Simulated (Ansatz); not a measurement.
Relaxation of C4H8OSi (14 atoms, charge 0, multiplicity 1), to a largest force component of 0.015 eV/Å in at most 40 steps.

All numbers below come from Ansatz, RKS PBE0-D4/def2-SVP.

```xyz
14
Properties=species:S:1:pos:R:3
C -0.625 -2.499 1.350
O -0.539 -1.140 0.814
C 0.430 -1.052 -0.124
C 1.072 -2.136 -0.522
C 1.730 -3.212 -0.735
Si 1.343 -4.789 0.125
H -1.460 -2.444 2.073
H -0.893 -3.147 0.538
H 0.248 -2.752 1.890
H 0.565 -0.098 -0.632
H 2.466 -3.236 -1.479
H 2.210 -5.852 -0.420
H 1.609 -4.688 1.632
H -0.081 -5.213 -0.081
```

**Question.** Where does it end, and by what steps?

**Answer.** The run converged. The force dipped under the threshold on the way, but the program's further checks kept it going. After 22 steps the energy has fallen by 3.235 eV; H11 moved furthest, 1.69 Å.

```tsv
step	energy less start (eV)	largest force component (eV/Å)	accepted
0	0.0000	2.946	yes
1	-1.0486	1.529	yes
2	-1.6734	1.181	yes
3	-2.1427	0.764	yes
4	-2.4593	0.490	yes
5	-2.6882	0.503	yes
6	-2.8516	0.394	yes
7	-2.9365	0.412	yes
8	-3.0263	0.281	yes
9	-3.1101	0.296	yes
10	-3.1454	0.339	yes
11	-3.1939	0.172	yes
12	-3.2204	0.188	yes
13	-3.2117	0.494	no
14	-3.2300	0.086	yes
15	-3.2326	0.079	yes
16	-3.2341	0.072	yes
17	-3.2345	0.049	yes
18	-3.2347	0.030	yes
19	-3.2350	0.010	yes
20	-3.2351	0.014	yes
21	-3.2351	0.023	yes
22	-3.2352	0.009	yes
```

```xyz
14
Properties=species:S:1:pos:R:3
C -1.324 -1.911 1.168
O -0.321 -0.942 1.021
C 0.759 -1.313 0.303
C 0.962 -2.473 -0.292
C 1.231 -3.633 -0.846
Si 2.106 -5.008 0.085
H -2.122 -1.461 1.773
H -1.733 -2.218 0.189
H -0.940 -2.812 1.680
H 1.504 -0.514 0.238
H 0.929 -3.809 -1.891
H 3.358 -5.412 -0.628
H 2.440 -4.537 1.461
H 1.227 -6.217 0.171
```

Whether the end is a true minimum wasn't checked by a vibrational analysis.

The run took 100 s on 2 threads of Arm Neoverse V1 (shared host), peak memory 0.32 GiB.
